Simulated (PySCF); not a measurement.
SMILES OB(O)C[SiH2]c1ccccc1 (GFN2-xTB optimised geometry):

```
22

O      2.108    -2.412     0.000
B      0.758    -2.412     0.000
O      0.129    -3.623    -0.059
C     -0.014    -1.033     0.000
Si    -0.471    -0.558    -1.782
C     -1.458     1.054    -1.799
C     -2.019     1.493    -2.995
C     -2.738     2.671    -3.064
C     -2.913     3.443    -1.927
C     -2.363     3.025    -0.727
C     -1.645     1.844    -0.668
H      2.495    -3.288    -0.042
H     -0.826    -3.603    -0.072
H     -0.922    -1.084     0.602
H      0.612    -0.251     0.423
H      0.730    -0.399    -2.614
H     -1.317    -1.610    -2.383
H     -1.885     0.895    -3.885
H     -3.164     2.991    -4.004
H     -3.474     4.365    -1.976
H     -2.495     3.623     0.164
H     -1.221     1.531     0.275
```

Method: PBE/def2-SVP (PySCF).

**Question.** What are the frontier orbital energies and the dipole moment?

**Answer.** HOMO-2 -6.92 eV, HOMO-1 -6.30 eV, HOMO -6.24 eV, LUMO -1.27 eV, LUMO+1 -1.00 eV; dipole moment 1.32 D.

Meta-Löwdin charges at PBE/def2-SVP: O1 -0.46, B2 0.37, O3 -0.47, C4 -0.53, Si5 0.58, C6 -0.21, C7 -0.10, C8 -0.11, C9 -0.10, C10 -0.11, C11 -0.10, H12 0.32, H13 0.33, H14 0.12, H15 0.13, H16 -0.09, H17 -0.11, H18 0.10, H19 0.11, H20 0.11, H21 0.11, H22 0.10.
